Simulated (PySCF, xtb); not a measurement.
C4H7F, SMILES C=C(F)CC.

GFN2-xTB (xtb) at its own geometry gives an orbital gap of 5.31 eV and a dipole moment of 2.04 D.

Geometry optimised at TPSSh-D3(BJ)/def2-SVP. The values are those of a single conformer.

Question: What does PySCF with HF/def2-TZVP give? (Estimate from the structure and the level; the computed values follow.)

Answer: gap 13.62 eV (levels -9.93 and 3.69 eV), dipole 1.73 D.
